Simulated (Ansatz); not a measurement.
Isomers of C2H6Cl2Si, relaxed with PBE0-D4/def2-TZVP in Ansatz; electronic energies, one conformer each and not always the lowest. Functionals use def2-TZVPP; CBS adds triple-zeta CCSD(T) − MP2 to the MP2 limit of def2-TZVPP and def2-QZVPP.

Problem. Order them by energy at frozen-core CCSD(T)/CBS, lowest first. (Best estimate.)
A. `CC[SiH](Cl)Cl`
B. `C[Si](C)(Cl)Cl`
C. `C[SiH](Cl)CCl`
D. `C[SiH2]C(Cl)Cl`
E. `CC([SiH3])(Cl)Cl`

Solution. B (0.0 kJ/mol), A (64.5 kJ/mol), C (183.2 kJ/mol), D (361.5 kJ/mol), E (394.4 kJ/mol).

Problem. How do MP2/CBS(def2), HF/CBS(def2), PBE-D4, B2PLYP place them (kJ/mol, against `C[Si](C)(Cl)Cl`)? (An estimate is asked.)

Solution. Computed: 
```json
{"isomer": "`CC[SiH](Cl)Cl`", "MP2/CBS(def2)": "67.4", "HF/CBS(def2)": "59.3", "PBE-D4": "64.7", "B2PLYP": "64.0"}
{"isomer": "`CC([SiH3])(Cl)Cl`", "MP2/CBS(def2)": "404.4", "HF/CBS(def2)": "413.6", "PBE-D4": "383.1", "B2PLYP": "397.2"}
{"isomer": "`C[SiH](Cl)CCl`", "MP2/CBS(def2)": "191.0", "HF/CBS(def2)": "183.1", "PBE-D4": "178.4", "B2PLYP": "182.5"}
{"isomer": "`C[SiH2]C(Cl)Cl`", "MP2/CBS(def2)": "373.0", "HF/CBS(def2)": "376.2", "PBE-D4": "347.1", "B2PLYP": "361.3"}
```
